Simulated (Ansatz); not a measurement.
SrO2⁻ (the lowest doublet isomer of a short search). The state is a doublet with charge -1. Geometry PBE0-D4/def2-TZVPD, basis def2-TZVPD, Ansatz.

```xyz
3

Sr    0.100    1.127    0.738
O    -0.722   -0.692   -0.082
O     0.622   -0.435   -0.656
```

| run | HOMO (eV) | LUMO (eV) |
| --- | --- | --- |
| A | -0.62 | 3.42 |
| B | 0.28 | 2.08 |
| C | 1.19 | 1.55 |
| D | 1.32 | 1.65 |

In the def2 sets Sr takes a core potential; there is no spin–orbit coupling. The structure holds 1 bond(s) between oxygen atoms. Another isomer (doublet) lies 0.30 eV lower at PBE-D4/def2-TZVPD.

HOMO and LUMO are taken over both spins.

Question: The runs used BLYP, PBE, PBE0, ωB97M-V. Estimate which is which.

Answer: A ωB97M-V (range-separated); B PBE0 (25 % exact exchange); C PBE (0 % exact exchange); D BLYP (0 % exact exchange). Exact exchange lowers occupied and raises empty levels; among semilocal functionals meta-GGAs tend to open the gap a little, and such runs are hard to tell apart. The gap grows from 0.32 eV (BLYP) to 4.04 eV (ωB97M-V). At PBE0-D4/def2-TZVPD, PBE-D4/def2-TZVPD, BLYP-D4/def2-TZVPD the highest occupied level of the charge -1 doublet lies above zero (up to 1.32 eV). By energy differences its removal costs 0.94 eV (vertical, to the charge 0 singlet, at CCSD(T)/def2-TZVPPD).
